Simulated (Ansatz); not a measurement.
**Relaxing a trial structure of BrH3InO2+**

The starting geometry of this gas-phase singlet was optimised with GFN2-xTB.

```yaml
atoms:
  - { symbol: Br, position_ang: [-1.0544, -0.3673, 2.5805] }
  - { symbol: In, position_ang: [2.3565, 0.3182, 0.4861] }
  - { symbol: O, position_ang: [0.3517, -0.0079, 1.7154] }
  - { symbol: O, position_ang: [1.5256, -1.1937, -1.3417] }
  - { symbol: H, position_ang: [1.8918, -1.4565, -2.1943] }
  - { symbol: H, position_ang: [0.6839, -1.6543, -1.2474] }
  - { symbol: H, position_ang: [-1.3784, 0.8909, 3.1570] }
```

**Question.** Predict what becomes of its bonds when it is optimised with BLYP-D3(BJ)/def2-SVP.

**Answer.** A new bond forms, giving a structure with Br1 bridging H7 and O3, given below by its coordinates. Contacts that close: In2–O3 (2.37 → 2.20 Å).

The energy falls by 0.22 eV over 51 steps:

```
step  E − E(last) (eV)
   1             0.221
   7             0.008
  12             0.005
  18             0.003
  23             0.003
  29             0.002
  34             0.002
  40             0.001
  45             0.001
  51             0.000
```

Final geometry (Å):

```
atom    x (Å)    y (Å)    z (Å)
  Br  -1.0502  -0.3565   2.5534
  In   2.0275   0.6056   0.2559
   O   0.4069   0.3365   1.7199
   O   1.4014  -1.3487  -1.3306
   H   2.0086  -2.0933  -1.5244
   H   0.8696  -1.2446  -2.1472
   H  -1.2870   0.6304   3.6284
```

The end wasn't checked by frequencies. Atoms past krypton carry core potentials, without spin–orbit terms. Run with Ansatz 0.2.0, 3.3 min on 2 threads of Intel(R) Xeon(R) Processor @ 2.50GHz (Skylake/Cascade Lake), on a shared host.
